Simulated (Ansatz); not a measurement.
Consider the substitution at a C–C bond: `CC([SiH3])I` + `NBCBr` → `CNBCBr` + `[SiH3]CI`.

Calculated with Ansatz (gas phase, PBE0-D4/def2-TZVP geometries, no zero-point term in ΔE). CBS: MP2 limit from def2 TZ/QZ plus the TZ coupled-cluster correction, frozen cores. Elements past krypton have def2 core potentials. For Br, I outer-core shells are correlated without core-valence functions, which leaves a few kJ/mol of doubt a bond. Scalar relativity is left out up to krypton. Each species was taken in one conformer, which may not be the lowest.

`CC([SiH3])I`:

```xyz
11

C     1.254   -0.695    0.017
C     0.336    0.473   -0.278
Si   -1.401    0.302    0.429
I     0.110    0.744   -2.412
H     0.839   -1.634   -0.353
H     2.240   -0.560   -0.433
H     1.386   -0.789    1.101
H     0.783    1.415    0.044
H    -1.298    0.144    1.908
H    -2.043   -0.908   -0.143
H    -2.206    1.509    0.120
```

`NBCBr`:

Cartesian coordinates in Å:
```
N -1.017 -0.137 -1.004
B 0.256 0.204 -0.596
C 0.735 0.065 0.895
Br -0.612 -0.630 2.126
H -1.703 -0.493 -0.356
H -1.337 -0.054 -1.953
H 1.043 0.627 -1.398
H 1.044 1.027 1.307
H 1.590 -0.609 0.979
```

`CNBCBr`:

Cartesian coordinates in Å:
```
C 0.275 -0.647 -1.467
N 0.509 -0.957 -0.076
B 0.238 -0.186 1.044
C -0.364 1.270 0.953
Br -2.309 1.031 1.040
H 1.203 -0.667 -2.045
H -0.424 -1.358 -1.917
H -0.163 0.346 -1.560
H 0.867 -1.887 0.074
H 0.464 -0.669 2.117
H -0.178 1.823 0.033
H -0.118 1.901 1.804
```

`[SiH3]CI`:

```xyz
8

Si    0.301    0.197   -0.888
C    -0.133    0.001    0.927
I    -1.552   -1.584    1.167
H     0.895   -1.064   -1.396
H     1.289    1.302   -1.035
H    -0.923    0.527   -1.659
H    -0.602    0.890    1.346
H     0.726   -0.269    1.539
```

```csv
species,SCS-MP2/def2-TZVPP energy (Eh)
`CC([SiH3])I`,-666.37773
`NBCBr`,-2693.18043
`CNBCBr`,-2732.38855
`[SiH3]CI`,-627.15387
```

Q: Work out ΔE.

A: ΔE = (-2732.38855) + (-627.15387) − (-666.37773) − (-2693.18043) = 0.01574 Eh = +41.3 kJ/mol. CCSD(T)/CBS gives +43.8 kJ/mol.

Largest T1 diagnostic among the species: 0.010.

The D4 term adds +3.7 kJ/mol with B3LYP and +1.7 kJ/mol with PBE0; it sums over pairs of atoms, weighted by their polarisabilities, and B3LYP, whose exchange is more repulsive, gets the larger term. In def2-TZVPP, CCSD(T) changes the Hartree–Fock value by +8.8 kJ/mol (the triples alone add +1.5 kJ/mol) and MP2 by +14.6 kJ/mol.

B3LYP here is the variant with VWN-RPA as its local correlation; programs differ in this.
